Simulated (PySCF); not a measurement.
Isomers of C8H7N3, mass 145.064 u with the commonest isotopes. Method used: PBE0/pcSseg-1 in PySCF (dipole) on a GFN2-xTB geometry, gas phase. One conformer each, none proved a minimum here; rigid rotors.

**Question.** Order these by out-of-plane moment Σ m c² = (Ia + Ib − Ic)/2, smallest first.
A. `[cH:1]1[cH:2][cH:3][c:4](-[n:5]2[cH:6][cH:7][n:8][n:9]2)[cH:10][cH:11]1` with C3–C4–N5–C6 -178°
B. `[CH:1]#[C:2][c:3]1[n:4][n:5]([CH2:6][CH3:7])[n:8][c:9]1[C:10]#[CH:11]` with N4–N5–C6–C7 -89°
C. `[CH3:1][C:2]1([C:3]([C:4]#[N:5])([C:6]#[N:7])[C:8]#[N:9])[CH2:10][CH2:11]1` with C1–C2–C3–C4 60°
D. `[cH:1]1[cH:2][cH:3][c:4](-[n:5]2[cH:6][n:7][n:8][cH:9]2)[cH:10][cH:11]1` with C3–C4–N5–C6 -146°

**Answer.** A (0.06 u·Å²), D (10.59 u·Å²), B (23.90 u·Å²), C (182.22 u·Å²).

**Question.** Order these by dipole moment, smallest first.
A. `[cH:1]1[cH:2][cH:3][c:4](-[n:5]2[cH:6][cH:7][n:8][n:9]2)[cH:10][cH:11]1` with C3–C4–N5–C6 -178°
B. `[cH:1]1[cH:2][cH:3][c:4](-[n:5]2[cH:6][n:7][n:8][cH:9]2)[cH:10][cH:11]1` with C3–C4–N5–C6 -146°
C. `[CH:1]#[C:2][c:3]1[n:4][n:5]([CH2:6][CH3:7])[n:8][c:9]1[C:10]#[CH:11]` with N4–N5–C6–C7 -89°
D. `[CH3:1][C:2]1([C:3]([C:4]#[N:5])([C:6]#[N:7])[C:8]#[N:9])[CH2:10][CH2:11]1` with C1–C2–C3–C4 60°

**Answer.** C (1.11 D), A (4.21 D), D (4.69 D), B (6.24 D).

**Question.** Order these by rotational constant A, smallest first.
A. `[cH:1]1[cH:2][cH:3][c:4](-[n:5]2[cH:6][n:7][n:8][cH:9]2)[cH:10][cH:11]1` with C3–C4–N5–C6 -146°
B. `[CH:1]#[C:2][c:3]1[n:4][n:5]([CH2:6][CH3:7])[n:8][c:9]1[C:10]#[CH:11]` with N4–N5–C6–C7 -89°
C. `[CH2:1]=[CH:2][c:3]1[cH:4][cH:5][cH:6][c:7]2[cH:8][n:9][n:10][n:11]12` with C1–C2–C3–C4 180°
D. `[CH3:1][C:2]1([C:3]([C:4]#[N:5])([C:6]#[N:7])[C:8]#[N:9])[CH2:10][CH2:11]1` with C1–C2–C3–C4 60°

**Answer.** D (1258 MHz), C (1676 MHz), B (1830 MHz), A (3698 MHz).

```csv
SMILES,point group,Ia (u·Å²),Ib (u·Å²),Ic (u·Å²),κ,μa (D),μb (D),μc (D)
c1ccc(-n2cnnc2)cc1,C2,136.65,714.06,829.53,-0.94,6.24,0.00,0.00
CC1(C(C#N)(C#N)C#N)CC1,Cs,401.71,454.53,491.78,-0.27,4.51,1.26,0.00
c1ccc(-n2ccnn2)cc1,near Cs,136.85,687.71,824.45,-0.92,2.62,3.29,0.10
C=Cc1cccc2cnnn12,Cs,301.62,362.89,664.51,0.38,0.28,4.27,0.00
C#Cc1nn(CC)nc1C#C,Cs,276.16,627.89,856.25,-0.65,1.10,0.00,0.14
```
